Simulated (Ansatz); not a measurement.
Consider the ligand exchange at the Al–N bond: `C[N]([AlH2])[AlH2]` + `F/C=C\S` → `F/C=C/[S][AlH2]` + `C[NH][AlH2]`.

Isolated molecules relaxed with PBE0-D4/def2-TZVP in Ansatz; ΔE leaves out vibrations. CCSD(T)/CBS is the MP2 limit (def2-TZVPP, def2-QZVPP) plus CCSD(T) − MP2 in def2-TZVPP, frozen cores. Double bonds are as drawn, so ΔE can hold a change between cis and trans. Functionals use def2-TZVPP. B3LYP here is the variant with VWN-RPA as its local correlation; programs differ in this. Each species was taken in one conformer, which may not be the lowest.

```tsv
level	ΔE (kJ/mol)	difference from CCSD(T)/CBS
PBE-D4	-28.6	-8.4
PBE0-D4	-30.5	-10.3
B3LYP-D4	-13.1	7.1
ωB97X-V	-22.0	-1.8
ωB97M-V	-23.6	-3.4
B3LYP	-13.9	6.3
HF/def2-TZVPP	-12.7	7.5
MP2/def2-TZVPP	-22.3	-2.1
SCS-MP2/def2-TZVPP	-16.3	3.9
CCSD/def2-TZVPP	-15.6	4.6
HF/def2-QZVPP	-11.2	9.0
MP2/def2-QZVPP	-23.1	-2.9
SCS-MP2/def2-QZVPP	-17.4	2.8
HF/CBS(def2)	-11.0	9.2
MP2/CBS(def2)	-24.7	-4.5
CCSD/CBS(def2)	-18.1	2.1
CCSD(T)/CBS	-20.2	0
```

Largest T1 diagnostic among the species: 0.013.

In def2-TZVPP, CCSD(T) changes the Hartree–Fock value by −5.0 kJ/mol (the triples alone add −2.1 kJ/mol) and MP2 by −9.5 kJ/mol.
